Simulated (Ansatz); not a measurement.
Basis-set extrapolation for CH$_{5}$FSSi (`FCS[SiH3]`) (PBE0-D4/def2-TZVP geometry, frozen core, Ansatz 0.2.0). Multiplicity 1, RHF reference.

```csv
,def2-TZVPP,def2-QZVPP
HF,-826.772299,-826.798937
MP2 correlation,-0.723911,-0.785082
CCSD(T) correlation,-0.798868,not run
```

Energies in hartree. Use E(X) = E(∞) + A·exp(−7.88·√X) for Hartree–Fock and E(X) = E(∞) + B·X^(−2.97) for correlation, with X = 3 and 4, and add CCSD(T) minus MP2 of the smaller set to the MP2 limit.

Task: What is the CCSD(T) energy at the basis-set limit?

Result: HF limit: -826.798937 + (-0.026638) × 0.13774 = -826.80261. MP2 limit: -0.785082 + (-0.061171) × 0.74074 = -0.83039. Higher-order term: -0.798868 − (-0.723911) = -0.07496. Total: -827.70796 hartree, 85.8 kcal/mol below CCSD(T)/def2-TZVPP.
